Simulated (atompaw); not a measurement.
What one change does to a pseudopotential (Cr (Z = 24), PAW (atompaw))

- Element: chromium (Cr)
- Generator: atompaw 4.2.0.5
- Type: PAW
- Functional: PBE
- Relativity: scalar-relativistic
- Frozen core: [Ne]
- Valence charge: 14
- Reference configuration: 3s2 3p6 3d5 4s0.5 4p0 (charge +0.5)
- Partial waves: 3s (bound): rc 1.30 bohr; 4s (bound): rc 1.85 bohr; 3p (bound): rc 1.45 bohr; 4p (bound, empty): rc 2.20 bohr; 3d (bound): rc 2.20 bohr; 3d channel at 0.05 Ry: rc 2.20 bohr
- Local potential: bessel scheme, radius 1.60 bohr
- Core correction: smooth core density matched at 1.80 bohr
- Augmentation charge: gaussian compensation charge, radius 1.75 bohr; PAW radius 2.20 bohr; waves and projectors: custom polynom2 7 10 vanderbiltortho

All-electron outer shells of the reference configuration (PBE, scalar-relativistic, ld1.x):

| shell | level (eV) | outermost node (bohr) | outermost maximum (bohr) |
| --- | --- | --- | --- |
| 2p | -563.89 | – | 0.20 |
| 3s | -77.28 | 0.36 | 0.78 |
| 3p | -48.75 | 0.33 | 0.80 |
| 4s | -6.86 | 1.12 | 2.68 |
| 3d | -6.21 | – | 0.84 |
| 4p | -3.36 | 1.24 | 3.52 |

Change: wave 3p (bound): rc 1.45 bohr becomes 3p (bound): rc 2.02 bohr.

Cutoffs: the cutoffs (Ry, on a coarse ladder) from which the occupation-weighted sum of valence levels, in a spherical-Bessel basis at the reference potential, stays within 10 and 1 mRy of its value at 400 Ry; they do not see the model core or the augmentation charge, which bear on the density cutoff.

**Question.** What does the change do?

**Answer.** The potential gets softer (45 Ry and 230 Ry → 21 Ry and 70 Ry); neither file shows a bound ghost.

| quantity | base | changed |
| --- | --- | --- |
| cutoff, loose | 45 Ry | 21 Ry |
| cutoff, tight | 230 Ry | 70 Ry |
| loose cutoff by channel (10 mRy a level) | s 18 Ry, p 25 Ry, d 15 Ry | s 18 Ry, p 18 Ry, d 15 Ry |
| bound ghosts | none | none |
| s: phases at 2.22 bohr within 0.05 rad from the reference energy up to (Ry; the scan ends near 5) | to the end of the scan | to the end of the scan |
| p: phases at 2.22 bohr within 0.05 rad from the reference energy up to (Ry; the scan ends near 5) | to the end of the scan | to the end of the scan |
| d: phases at 2.22 bohr within 0.05 rad from the reference energy up to (Ry; the scan ends near 5) | 1.9 | 1.9 |
| lowest overlap eigenvalue by channel | s 0.77, p 0.64, d 0.97 | s 0.77, p 0.76, d 0.97 |

 The cutoffs see the waves, projectors and local potential, not the compensation charge or the core.
